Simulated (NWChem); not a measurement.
System meant: C$_{2}$H$_{7}$FGe; SMILES [CH3][GeH]([CH3])[F]

Here is an NWChem input.

```
start job
memory heap 200 mb stack 900 mb global 1100 mb
geometry units angstroms noautoz
  Ge     0.061011    -0.262351     0.000000
  C     -0.767948     0.405346    -1.621603
  C     -0.767948     0.405346     1.621603
  F      1.703519     0.354196     0.000000
  H      0.205251    -1.798137     0.000000
  H     -1.792155     0.014436    -1.718389
  H     -0.190058     0.094571    -2.503608
  H     -0.812284     1.503926    -1.599346
  H     -0.190058     0.094571     2.503608
  H     -1.792155     0.014436     1.718389
  H     -0.812284     1.503926     1.599346
end
basis spherical
  * library def2-svp
end
dft
  odft
  mult 2
  xc b3lyp
  iterations 150
  mulliken
end
task dft energy
```

End of the output:

```
                                 NWChem DFT Module
                                 -----------------

 Summary of "ao basis" -> "ao basis" (spherical)
 ------------------------------------------------------------------------------
       Tag                 Description            Shells   Functions and Types
 ---------------- ------------------------------  ------  ---------------------
 Ge                         def2-svp                12       32   5s4p3d
 C                          def2-svp                 6       14   3s2p1d
 F                          def2-svp                 6       14   3s2p1d
 H                          def2-svp                 3        5   2s1p

 Summary of "ao basis" -> "ao basis" (spherical)
 ------------------------------------------------------------------------------
       Tag                 Description            Shells   Functions and Types
 ---------------- ------------------------------  ------  ---------------------
 Ge                         def2-svp                12       32   5s4p3d
 C                          def2-svp                 6       14   3s2p1d
 F                          def2-svp                 6       14   3s2p1d
 H                          def2-svp                 3        5   2s1p

      Symmetry analysis of basis
      --------------------------

        a'         65
        a"         44

  number of electrons :                   60
  multiplicity        :                    2
 ------------------------------------------------------------------------
  no. of electrons and multiplicity not compatible                  60
 ------------------------------------------------------------------------
 ------------------------------------------------------------------------
  current input line :
    26: task dft energy
 ------------------------------------------------------------------------
 ------------------------------------------------------------------------
 There is an error in the input file
 ------------------------------------------------------------------------
 For more information see the NWChem manual at https://nwchemgit.github.io

0: no. of electrons and multiplicity not compatible:Received an Error in Communication
```

Question: What is wrong, and how is it mended?

Answer: The program refused the input. Cause: the multiplicity doesn't fit the number of electrons (an even count wants an odd multiplicity, and the reverse). This input runs:
```
start job
memory heap 200 mb stack 900 mb global 1100 mb
geometry units angstroms noautoz
  Ge     0.061011    -0.262351     0.000000
  C     -0.767948     0.405346    -1.621603
  C     -0.767948     0.405346     1.621603
  F      1.703519     0.354196     0.000000
  H      0.205251    -1.798137     0.000000
  H     -1.792155     0.014436    -1.718389
  H     -0.190058     0.094571    -2.503608
  H     -0.812284     1.503926    -1.599346
  H     -0.190058     0.094571     2.503608
  H     -1.792155     0.014436     1.718389
  H     -0.812284     1.503926     1.599346
end
basis spherical
  Ge library def2-svp
  C library def2-svp
  F library def2-svp
  H library def2-svp
end
dft
  xc b3lyp
  iterations 150
  mulliken
end
task dft energy
```
It converges to -2256.96906 Ha (B3LYP/def2-SVP).
